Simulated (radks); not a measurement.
The selenium ion Se2+ inside a hard spherical wall (all orbitals vanish at R), configuration held at [Ar] 3d10 4s2 4p2 and not refilled when levels cross. Method: non-relativistic Kohn-Sham, LDA (Slater exchange, VWN5 correlation), spin-polarised, spherical densities, point nucleus; open shells are filled with parallel spins first; computed with a radial shooting solver on a logarithmic mesh with Libxc functionals. Eigenvalues in eV for spin up, with the zero of energy where the potential of the charges vanishes at infinity; a dash marks a level that is unbound or too diffuse for the functional's potential to be trusted. A positive occupied level is held by the wall or, in an anion where self-interaction has pushed it up, behind a barrier. The pressure on the wall is -dE/dV.

| R (bohr) | E (hartree) | kinetic (hartree) | e(3p) | e(3d) | e(4s) | e(4p) | e(4d, empty) | e(5s, empty) | pressure (GPa) |
|---|---|---|---|---|---|---|---|---|---|
| free | -2396.98475 | 2394.867 | -173.84 | -77.434 | -37.956 | -26.438 | -11.472 | -11.388 | 0 |
| 10 | -2396.98475 | 2394.867 | -173.84 | -77.434 | -37.956 | -26.438 | -11.470 | -11.375 | < 0.0001 |
| 8 | -2396.98474 | 2394.867 | -173.84 | -77.434 | -37.956 | -26.437 | -11.441 | -11.227 | 0.000629 |
| 7 | -2396.98467 | 2394.868 | -173.83 | -77.429 | -37.952 | -26.434 | -11.358 | -10.872 | 0.00901 |
| 6 | -2396.98392 | 2394.877 | -173.80 | -77.394 | -37.927 | -26.403 | -11.070 | -9.801 | 0.126 |
| 4 | -2396.91238 | 2395.411 | -172.30 | -75.924 | -36.782 | -24.857 | -6.702 | 3.549 | 22.7 |
| 3.5 | -2396.77543 | 2396.196 | -170.54 | -74.190 | -35.179 | -22.696 | -2.483 | 15.563 | 84.4 |
| 3 | -2396.38470 | 2398.050 | -167.12 | -70.844 | -31.351 | -17.704 | 5.830 | 38.592 | 329 |
| 2 | -2391.54073 | 2415.509 | -147.34 | -51.052 | 6.203 | 26.357 | 62.920 | 191.52 | 7650 |
| 1.5 | -2376.80317 | 2462.397 | -113.08 | -14.261 | 103.93 | 130.11 | 171.89 | 477.26 | 60900 |
